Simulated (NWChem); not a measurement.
System: C$_{3}$H$_{7}$BO; SMILES OB(C)C=C

```xyz
12

B      0.0409    -0.4498    -0.0023
C     -0.7671    -1.8135     0.0033
H     -1.4262    -1.8742    -0.8743
H     -1.4313    -1.8644     0.8775
H     -0.1422    -2.7165     0.0100
C     -0.6896     0.9343    -0.0078
C     -0.0435     2.1097     0.0061
H     -1.7817     0.9580    -0.0211
H     -0.5603     3.0687     0.0043
H      1.0438     2.1514     0.0203
O      1.4113    -0.4215    -0.0023
H      1.7894    -1.3124     0.0031
```
Atoms are numbered in this order, from 1.

Results from NWChem. Pople sets run with spherical d functions. Structure relaxed at the B3LYP/6-31G* (spherical d) level. Vzz is the largest principal value of the second derivative of the potential at the nucleus (NWChem prints the opposite sign); η is the asymmetry. Non-relativistic.

```
level                 Vzz B1 (a.u.)  η B1  Vzz O11 (a.u.)  η O11
--------------------  -------------  ----  --------------  -----
Hartree-Fock/6-31G*           0.439  0.37           1.361   0.17
Hartree-Fock/cc-pVTZ          0.474  0.31           1.350   0.09
CAM-B3LYP/def2-TZVP             [?]  0.36             [?]    [?]
```

Fill in the missing entries.


- CAM-B3LYP/def2-TZVP, Vzz B1 (a.u.): 0.456
- CAM-B3LYP/def2-TZVP, Vzz O11 (a.u.): 1.255
- CAM-B3LYP/def2-TZVP, η O11: 0.02
